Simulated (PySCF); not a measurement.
# Tl+: excitation energy

Tl+ [Xe] 4f14 5d10 6s2 (1S) → Tl+ [Xe] 4f14 5d10 6s1 6p1 (3P), as a difference of total energies. Calculation: PySCF 2.14, in aug-cc-pwCVTZ-DK3 (11s10p8d5f1g, 125 functions); the spin-free X2C one-electron Hamiltonian (Gaussian nucleus). The calculations carry no spin-orbit coupling.

| method | excitation energy (eV) |
| --- | --- |
| UHF | 5.632 |
| TPSSh | 7.186 |
| B3LYP | 7.340 |

For comparison: 7.098 eV (measured; NIST levels, between the centres of gravity of the two terms).
